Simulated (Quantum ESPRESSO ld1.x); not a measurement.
The numbers below are computed, except where a source is named.
Question: Zr4+, 36 electrons, occupied as [Ar] 3d10 4s2 4p5 5s1 (not the ground configuration). Code: ld1.x of Quantum ESPRESSO 7.5. Model: scalar-relativistic Kohn-Sham, LDA (Slater exchange, Perdew-Wang correlation), spin-polarised, spherical densities, point nucleus; open shells are filled with parallel spins first. Some entries of the table are withheld. Estimate them.

| orbital | occ. | eigenvalue (eV) | <1/r> (bohr^-1) |
|---|---|---|---|
| 1s up | 1 | -17851.4 | 41.21 |
| 1s down | 1 | -17851.2 | 41.21 |
| 2s up | 1 | -2518.97 | 9.238 |
| 2s down | 1 | -2518.82 | 9.238 |
| 2p up | 3 | -2253.78 | 9.009 |
| 2p down | 3 | -2253.59 | 9.009 |
| 3s up | 1 | -455.012 | 3.137 |
| 3s down | 1 | -454.750 | 3.138 |
| 3p up | 3 | -368.614 | 2.982 |
| 3p down | 3 | -368.328 | 2.982 |
| 3d up | 5 | -226.363 | (1) |
| 3d down | 5 | -226.057 | (2) |
| 4s up | 1 | -102.506 | (3) |
| 4s down | 1 | -101.209 | (4) |
| 4p up | 3 | -79.3065 | 1.039 |
| 4p down | 2 | -77.9863 | 1.040 |
| 5s up | 1 | -36.9328 | 0.5071 |
| 5s down | 0 | -35.4434 | 0.5042 |

Answer: 
(1) 3d up <1/r> (bohr^-1): 2.744
(2) 3d down <1/r> (bohr^-1): 2.745
(3) 4s up <1/r> (bohr^-1): 1.158
(4) 4s down <1/r> (bohr^-1): 1.160
